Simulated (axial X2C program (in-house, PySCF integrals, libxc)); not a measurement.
AsSe⁺: from the spin-free to the two-component result

Computed with an in-house all-electron X2C program for linear molecules (integrals from PySCF). Spin-free means the one-electron spin-free X2C Hamiltonian; two-component (2c) means X2C with spin–orbit coupling and atomic mean-field two-electron Coulomb and Gaunt terms, so the difference of the two also holds small scalar two-electron terms. Basis: Se dyall-cv3z [8s9p6d4f1g], As dyall-cv3z [9s9p6d4f1g] (cores contracted in-house); Gaussian nuclei, density fitting, unrestricted open shells. Masses: Se 79.917 u, As 74.922 u.

Spin-free state: M_S = 0, Λ = 0 (closed shell); fragments Se+ + As.

```tsv
level	Re (Å)	ωe (cm⁻¹)	De (eV)	μ (D)
PBE0	2.057	480.8	5.270	1.35
BP86	2.090	443.8	6.016	1.26
```

Dipoles are positive if As is the positive end and refer to the centre of mass.

Two-component determinant lowest at the distance of the search:

Ω = 0 (closed shell); fragments Se+ + As.

| level | Re (Å) | ωe (cm⁻¹) | De (eV) | μ (D) |
| --- | --- | --- | --- | --- |
| PBE0 | 2.058 | 479.4 | 5.250 | 1.35 |
| BP86 | 2.091 | 442.7 | 5.989 | 1.25 |

Question: From the two tables, how do the constants change at the PBE0 level (2c against spin-free)?

Answer: At the PBE0 level Re rises by 0.001 Å and ωe falls by 1.4 cm⁻¹; De changes by -0.020 eV.

The state is one determinant whose occupation by symmetry is held fixed; it was picked as the lowest of a PBE0 search that is not exhaustive. Closed shells are restricted here (equal orbitals for both partners); the stretched side of such a curve lies too high. De is counted from the lowest determinant-based energies of the atoms at the same level, without counterpoise correction.
